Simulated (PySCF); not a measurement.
Planning a shielding job on `[NH3+][C@]1(C(F)(F)F)C[C@@H](F)C1`.

Method: GIAO PBE0/pcSseg-1 NMR shielding, non-relativistic, gas phase (PySCF 2.14.0, density-fitted response routines). Geometry: GFN2-xTB. Work: shieldings, charges and field gradients, density fitting. The input is one job of a driver script: a line of settings, then coordinates in Å.

Input:
```
{"job": {"kind": "nmr", "xc": "PBE0", "basis": "pcSseg-1"}, "charge": 1, "multiplicity": 1}
N     -0.904081    -1.447860     0.177998
C     -0.271038    -0.114770    -0.103114
C     -1.249241     0.629463    -1.040622
F     -2.442580     0.737115    -0.438661
F     -1.439527    -0.099166    -2.149945
F     -0.822784     1.824442    -1.374186
C      1.188916    -0.191531    -0.579869
C      1.648988     0.522414     0.711526
F      2.239470     1.714027     0.474082
C      0.173103     0.657117     1.150441
H     -0.307100    -2.006983     0.804189
H     -1.045078    -1.973588    -0.701741
H     -1.828858    -1.322534     0.624609
H      1.391439     0.410616    -1.465596
H      1.584475    -1.191245    -0.739242
H      2.309469    -0.041324     1.374717
H     -0.084033     0.201955     2.103126
H     -0.150301     1.698169     1.160631
```

Hardware: an Arm Neoverse V1 with one thread (shared host).

The basis has 210 functions.

Problem. What wall time should be expected on this hardware?

Solution. About 43 s. The SCF took 13 cycles.

Problem. At this speed, how long would 500 such jobs take on 32 cores, one job a core?

Solution. 500/32 gives 16 rounds of 43 s, about 11 min of wall time and 6 core-hours, if the jobs don't slow each other.

The SCF part of the output:
```
coarse grid: 15800 points
cycle   1  E = -648.1995691415  dE =  1.963e+00  |g| = 1.019e+00  |ddm| = 3.713e+00
cycle   2  E = -648.0221443583  dE =  1.774e-01  |g| = 1.532e+00  |ddm| = 1.762e+00
cycle   3  E = -648.3878207603  dE = -3.657e-01  |g| = 7.867e-02  |ddm| = 9.879e-01
cycle   4  E = -648.3885847560  dE = -7.640e-04  |g| = 4.825e-02  |ddm| = 1.046e-01
cycle   5  E = -648.3890665317  dE = -4.818e-04  |g| = 8.347e-03  |ddm| = 4.174e-02
cycle   6  E = -648.3890791085  dE = -1.258e-05  |g| = 2.832e-03  |ddm| = 7.684e-03
cycle   7  E = -648.3890803002  dE = -1.192e-06  |g| = 6.972e-04  |ddm| = 2.068e-03
final grid: 156424 points
cycle   8  E = -648.4711793886  dE = -7.828e-05  |g| = 9.296e-03  |ddm| = 4.019e-02
cycle   9  E = -648.4711673743  dE =  1.201e-05  |g| = 1.254e-02  |ddm| = 1.640e-02
cycle  10  E = -648.4711986009  dE = -3.123e-05  |g| = 1.210e-03  |ddm| = 9.026e-03
cycle  11  E = -648.4711988148  dE = -2.139e-07  |g| = 3.191e-04  |ddm| = 1.033e-03
cycle  12  E = -648.4711988294  dE = -1.459e-08  |g| = 7.397e-05  |ddm| = 2.222e-04
cycle  13  E = -648.4711988303  dE = -8.672e-10  |g| = 2.201e-05  |ddm| = 6.980e-05
converged SCF energy = -648.4711988303
```

On the final grid dE counts from the start density on that grid.

Other jobs ran on the host; a repeat could differ by tens of per cent or more.
